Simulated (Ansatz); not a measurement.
Se₃, that is [Se3]- with one electron fewer. Charge 0, multiplicity 3. Geometry PBE-D4/def2-TZVPD, that of the charge -1 doublet; atoms count from 1.

```xyz
3

Se    0.349    1.957    0.056
Se   -0.763   -0.046    0.308
Se    0.414   -1.911   -0.363
```

At PBE0-D4/def2-TZVPD a singlet of charge 0 lies 0.28 eV below the triplet at the same geometry.

Estimate the Mulliken populations from the PBE0/def2-TZVPD orbitals of Ansatz.


| atom | charge (e) | spin (α − β) |
| --- | --- | --- |
| Se1 | -0.08 | 0.89 |
| Se2 | 0.16 | 0.22 |
| Se3 | -0.08 | 0.89 |
Mulliken values depend strongly on the basis. With diffuse functions, as here, like atoms can get unlike values, and bond orders can come out too low or too high.

Where does the spin sit?

Summed by element: Se 2.00, of 2 unpaired in all. Largest on single atoms: Se3 0.89, Se1 0.89, Se2 0.22.

And the Mayer bond orders between heavy atoms (over 0.3)?

Se1–Se2 1.12 (2.30 Å); Se2–Se3 1.12 (2.30 Å).
